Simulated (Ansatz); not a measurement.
Calculated with Ansatz (gas phase, PBE0-D4/def2-TZVP geometries, no zero-point term in ΔE). CCSD(T)/CBS adds triple-zeta CCSD(T) − MP2 to the extrapolated MP2 energy (def2 sets, frozen cores). Functionals use def2-TZVPP. One conformer a species, not always the lowest.

`CCCCOC` + `CN[SiH]([SiH3])Cl` → `CN(C)[SiH]([SiH3])Cl` + `CCCOC`  (substitution at a C–C bond)

Question: Is it downhill or uphill in electronic energy at CCSD(T)/CBS, and by how much? (An estimate is asked.)

Answer: The calculation gave: Uphill: ΔE = +0.27 eV.

Question: What do these levels give: B2PLYP, PBE-QIDH, r2SCAN, MP2/def2-TZVPP, SCS-MP2/def2-TZVPP, HF/CBS(def2)? (Estimate.)

Answer: Computed: B2PLYP 0.26, PBE-QIDH 0.26, r2SCAN 0.26, MP2/def2-TZVPP 0.24, SCS-MP2/def2-TZVPP 0.24, HF/CBS(def2) 0.31 eV.

Largest T1 diagnostic among the species: 0.011.

The D4 term adds −0.05 eV with B3LYP and −0.03 eV with PBE0; it sums over pairs of atoms, weighted by their polarisabilities, and B3LYP, whose exchange is more repulsive, gets the larger term. In def2-TZVPP, CCSD(T) changes the Hartree–Fock value by −0.06 eV (the triples alone add −0.02 eV) and MP2 by −0.07 eV.

B3LYP here is the variant with VWN-RPA as its local correlation; programs differ in this.
